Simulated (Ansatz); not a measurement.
Geometry optimisation, Ansatz, RKS PBE-D4/def2-SVP.

Input file:

```yaml
crystal:
  periodic: [false, false, false]
  atoms:
    - { symbol: "N", position_ang: [-0.8185, 0.8818, -0.4076] }
    - { symbol: Si, position_ang: [0.3865, -0.1818, -0.3997] }
    - { symbol: "N", position_ang: [0.2653, -0.5821, 1.2102] }
    - { symbol: F, position_ang: [0.0504, -1.4419, -1.2558] }
    - { symbol: H, position_ang: [-0.9326, 1.3147, -1.369] }
    - { symbol: H, position_ang: [-0.6084, 1.7053, 0.1971] }
    - { symbol: H, position_ang: [1.6998, 0.4336, -0.7686] }
    - { symbol: H, position_ang: [0.7367, -1.4938, 1.3229] }
    - { symbol: H, position_ang: [-0.6907, -0.6821, 1.4535] }
basis:
  gaussian: { orbitals: def2-SVP }
hamiltonian:
  xc: pbe
  dispersion: d4
relax:
  f_tol: 0.015
  max_steps: 40
```

Command:

```bash
$ ansatz run input.yaml --threads 1 --pin off --max-ram 2048MiB --backend cpu --events-out ev --progress --plain --runs-dir out
```

Task: Where does it end, and by what steps?

Result: It converged. After 10 steps the energy has fallen by 1.101 eV; H8 moved furthest, 0.45 Å.

```json
{"step": "0", "energy less start (eV)": "0.0000", "largest force component (eV/Å)": "4.952", "accepted": "yes"}
{"step": "1", "energy less start (eV)": "-0.8057", "largest force component (eV/Å)": "2.019", "accepted": "yes"}
{"step": "2", "energy less start (eV)": "-1.0113", "largest force component (eV/Å)": "0.334", "accepted": "yes"}
{"step": "3", "energy less start (eV)": "-1.0020", "largest force component (eV/Å)": "0.847", "accepted": "no"}
{"step": "4", "energy less start (eV)": "-1.0599", "largest force component (eV/Å)": "0.262", "accepted": "yes"}
{"step": "5", "energy less start (eV)": "-1.0821", "largest force component (eV/Å)": "0.195", "accepted": "yes"}
{"step": "6", "energy less start (eV)": "-1.0924", "largest force component (eV/Å)": "0.293", "accepted": "yes"}
{"step": "7", "energy less start (eV)": "-1.0992", "largest force component (eV/Å)": "0.098", "accepted": "yes"}
{"step": "8", "energy less start (eV)": "-1.1008", "largest force component (eV/Å)": "0.035", "accepted": "yes"}
{"step": "9", "energy less start (eV)": "-1.1013", "largest force component (eV/Å)": "0.030", "accepted": "yes"}
{"step": "10", "energy less start (eV)": "-1.1013", "largest force component (eV/Å)": "0.011", "accepted": "yes"}
```

```xyz
9
Properties=species:S:1:pos:R:3
N -0.790 1.091 -0.547
Si 0.366 -0.182 -0.388
N 0.255 -0.755 1.229
F -0.061 -1.240 -1.576
H -1.089 1.386 -1.478
H -0.769 1.878 0.105
H 1.825 0.079 -0.630
H 1.006 -1.316 1.634
H -0.654 -0.987 1.634
```

Whether the end is a true minimum wasn't checked by a vibrational analysis.

Time of the run: 28 s on 1 thread of Arm Neoverse V1 (shared host), peak memory 0.12 GiB.
